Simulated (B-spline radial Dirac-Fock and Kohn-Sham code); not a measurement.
Method: the independent-particle Dirac-Slater model, thresholds from Dirac-Fock. Computed with a radial atomic solver. Kinetic energies are from the vacuum level. Open shells are spread statistically over j, without multiplet splitting. Without correlation, outer binding energies are uncertain by a few eV, most for open f shells.

**Question.** A free atom or ion in its tabulated ground configuration is ionised with 9060 eV photons and gives these photoelectron lines. Identify it and assign the lines.

| kinetic energy (eV) | relative cross section |
| --- | --- |
| 440.6 | 59.4 |
| 1231.6 | 100.0 |
| 6970.8 | 8.7 |
| 7175.3 | 9.2 |
| 7342.1 | 15.7 |
| 7689.3 | 5.5 |
| 7724.8 | 7.4 |
| 8599.7 | 2.1 |
| 8681.5 | 2.0 |
| 8718.7 | 3.4 |
| 8854.4 | 1.1 |
| 8861.1 | 1.4 |
| 8997.2 | 0.29 |
| 9002.4 | 0.48 |

**Answer.** Dy³⁺, [Xe] 4f9. Binding energies are hν less the kinetic energy: 2p1/2 8619.4 eV, 2p3/2 7828.4 eV, 3s 2089.2 eV, 3p1/2 1884.7 eV, 3p3/2 1717.9 eV, 3d3/2 1370.7 eV, 3d5/2 1335.2 eV, 4s 460.3 eV, 4p1/2 378.5 eV, 4p3/2 341.3 eV, 4d3/2 205.6 eV, 4d5/2 198.9 eV, 5p1/2 62.82 eV, 5p3/2 57.60 eV.

Run: 6.6 s of CPU time on 1 thread of Neoverse-V1 (shared host), peak memory 0.44 GiB.
